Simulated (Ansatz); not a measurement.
`C[Si](O)(Cl)Br` + `[F][Mg][O][SiH3]` → `C[Si](O)(Br)O[SiH3]` + `[F][Mg][Cl]`  (redistribution)

Isolated molecules relaxed with PBE0-D4/def2-TZVP in Ansatz; ΔE leaves out vibrations. CCSD(T)/CBS is the MP2 limit (def2-TZVPP, def2-QZVPP) plus CCSD(T) − MP2 in def2-TZVPP, frozen cores. Functionals use def2-TZVPP. HSE06 is defined as in plane-wave codes. For Br, Mg outer-core shells are correlated without core-valence functions, which leaves a few kJ/mol of doubt a bond. Scalar relativity is left out up to krypton. One conformer a species, not always the lowest.

```csv
level,ΔE (kcal/mol),difference from CCSD(T)/CBS
LDA (SPW92),-16.3,0.5
PBE-D4,-15.8,1.0
r2SCAN-D4,-17.6,-0.8
PBE0-D4,-17.5,-0.7
r2SCANh-D4,-18.0,-1.2
r2SCAN0-D4,-18.6,-1.8
HSE06-D4,-17.5,-0.7
ωB97M-V,-18.0,-1.2
revPBE,-14.7,2.1
CAM-B3LYP,-18.2,-1.4
CCSD(T)/def2-SVP,-15.5,1.3
CCSD/def2-TZVPP,-18.2,-1.4
CCSD(T)/def2-TZVPP,-17.6,-0.8
HF/def2-QZVPP,-22.5,-5.7
HF/CBS(def2),-22.5,-5.7
CCSD/CBS(def2),-17.4,-0.6
CCSD(T)/CBS,-16.8,0
```

Largest T1 diagnostic among the species: 0.012.

The D4 term adds −0.9 kcal/mol with B3LYP and −0.6 kcal/mol with PBE0; it sums over pairs of atoms, weighted by their polarisabilities, and B3LYP, whose exchange is more repulsive, gets the larger term. From r2SCAN to r2SCAN0 (25 % exact exchange), in def2-TZVPP and without D4, ΔE moves by −1.0 kcal/mol. Leaving LDA and LC-ωPBE aside and taking each functional with its dispersion term where it has one, the values, not all of them listed here, spread over 4.9 kcal/mol, from BHLYP-D4 to revPBE-D4. LDA lies −1.1 kcal/mol from PBE without D4.

B3LYP here is the variant with VWN-RPA as its local correlation; programs differ in this.
